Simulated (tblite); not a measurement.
Start geometry of `F[C@@H]1C=CC[Si@@H]1N([SiH3])[SiH3]` from a force field or distance geometry (Å):
```
atom  x, y, z in Å
F1     0.870   -2.617    0.168
C2     1.352   -1.496   -0.481
C3     2.434   -0.850    0.311
C4     2.481    0.436    0.343
C5     1.469    1.212   -0.376
Si6    0.133   -0.114   -0.591
N7    -0.962    0.061    0.775
Si8   -1.821    1.635    0.523
Si9   -2.275   -1.170    0.581
H10    1.682   -1.788   -1.488
H11    3.170   -1.496    0.849
H12    3.274    0.972    0.933
H13    1.066    2.076    0.196
H14    1.790    1.536   -1.397
H15   -0.540   -0.007   -1.867
H16   -2.902    1.799    1.518
H17   -0.837    2.709    0.537
H18   -2.385    1.498   -0.858
H19   -3.364   -0.777    1.498
H20   -1.838   -2.507    0.924
H21   -2.807   -1.094   -0.792
```

Task: What comes out of this run: GFN2-xTB geometry optimisation, gas phase in tblite 0.8.0?

Result: 
```
atom  x, y, z in Å
F1     0.4918   -2.5129   -0.0316
C2     1.1859   -1.4568   -0.6210
C3     2.3421   -1.0533    0.2376
C4     2.5090    0.2322    0.4996
C5     1.5377    1.2257   -0.0596
Si6    0.1668    0.1582   -0.8487
N7    -1.3400    0.1978   -0.0031
Si8   -2.0792    1.7526    0.2985
Si9   -2.1000   -1.2673    0.6171
H10    1.5463   -1.8639   -1.5733
H11    2.9906   -1.8281    0.6185
H12    3.3311    0.5929    1.1017
H13    1.1839    1.8927    0.7281
H14    2.0416    1.8586   -0.7916
H15   -0.0309    0.4262   -2.2834
H16   -1.9365    2.1011    1.7149
H17   -1.3820    2.7241   -0.5427
H18   -3.4895    1.6735   -0.0751
H19   -3.4541   -0.8655    1.0071
H20   -1.3681   -1.7367    1.7897
H21   -2.1555   -2.2341   -0.4738
```

The energy falls by 101.8 kJ/mol over 248 L-BFGS steps, the largest force on an atom goes from 3.40 to 0.008 eV/Å, and the atoms move by 0.739 Å rms after alignment. The bond that changes most is C2–Si6 (sp3 C–F carbon to SiH silicon), which lengthens by 0.077 Å. Bonds longer at the end by more than 0.005 Å: 9 of 21; shorter: 11. Among the angles that change most is Si8–N7–Si9, from 103.4° to 119.7°. Among the dihedrals that turn most is Si6–N7–Si8–H16, from 172° to -106°. Rotational constants go from 1470, 841.0, 591.0 to 1399, 825.0, 583.8 MHz. The orientation of the end geometry is arbitrary; only internal coordinates are fixed.

Its lowest GFN2-xTB frequency is 17i cm⁻¹, too small to tell a flat minimum from a shallow saddle. One conformer, not necessarily the lowest. 3 starts were optimised and ended at 0.00, 0.02 and 0.15 kcal/mol (GFN2-xTB); the lowest of these is shown.

The numbers are calculated, not measured.
